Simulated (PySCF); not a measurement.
Computed data sheet: `CC#CC1=C(F)C=C[SiH2]1`

Species: C7H7FSi.
SMILES with atom numbers: `[CH3:1][C:2]#[C:3][C:4]1=[C:5]([F:6])[CH:7]=[CH:8][SiH2:9]1` (hydrogens: H10, H11, H12 on C1; H13 on C7; H14 on C8; H15, H16 on Si9)

Among its groups: alkyne, C=C double bond, C–F bond, Si–H bond and C–Si bond.

GFN2-xTB geometry:

```yaml
Rotational_constants_A_B_C_of_the_GFN2-xTB_geometry: 2.364, 0.875, 0.646 GHz
```

PBE0/def2-SVPD ground state and vertical TDDFT (core frozen in the response) (PySCF):

```yaml
Dipole_moment: 1.39 D
HOMO_energy: -6.19 eV
LUMO_energy: -1.90 eV
HOMO–LUMO_gap: 4.29 eV
Lowest_singlet_excitation: 3.65 eV (340 nm, f = 0.202)
Strongest_line_among_the_8_lowest_singlet_transitions: S1 at 3.65 eV (340 nm, f = 0.202)
Lowest_triplet_excitation_Tamm–Dancoff: 2.14 eV
Static_isotropic_polarisability: 115.7 au
Electronic_spatial_extent_⟨r²⟩_about_the_centre_of_nuclear_charge: 1705 bohr²
```

**PBE0/pcSseg-1 ground state and GIAO shieldings, non-relativistic (PySCF)**

```yaml
Lowest_Hirshfeld_atomic_charge: -0.14 e on C8
Highest_Hirshfeld_atomic_charge: +0.35 e on Si9
13C_chemical_shifts_computed_TMS_as_zero_by_class: 182.3 (C5), 153.6 (C7), 133.0 (C8), 107.4 (C2), 100.8 (C4), 80.2 (C3), 6.7 (C1) ppm
1H_chemical_shifts_computed_TMS_as_zero_by_class: 7.09 (H13), 6.06 (H14), 4.64 (H15/H16), 2.30 (H10/H11/H12) ppm
Isotropic_shieldings_of_nuclei_other_than_C_and_H_by_class: 255 (F6), 391 (Si9) ppm
Mayer_bond_orders_between_heavy_atoms: C1–C2 1.25, C2–C3 2.25, C3–C4 1.16, C4–C5 1.66, C5–F6 0.99, C5–C7 1.13, C7–C8 1.80, C8–Si9 0.89, Si9–C4 0.80
```

Monoisotopic mass (most abundant isotopes): 138.0301 u.

In atomic units the dipole is 0.55 e·bohr (1 au = 2.5417 D). In wavenumbers S1 is 29400 cm⁻¹ (1 eV = 8065.54 cm⁻¹). The rotational constants make it an asymmetric top with κ = (2B − A − C)/(A − C) = -0.73, nearer the prolate limit (−1). S1 lies 0.64 eV below the HOMO–LUMO gap; its leading configuration is HOMO→LUMO, weight 0.97.

Isolated species at its GFN2-xTB geometry, gas phase. GFN2-xTB frequencies show an imaginary mode (37i cm⁻¹), so this geometry is no minimum at that level.
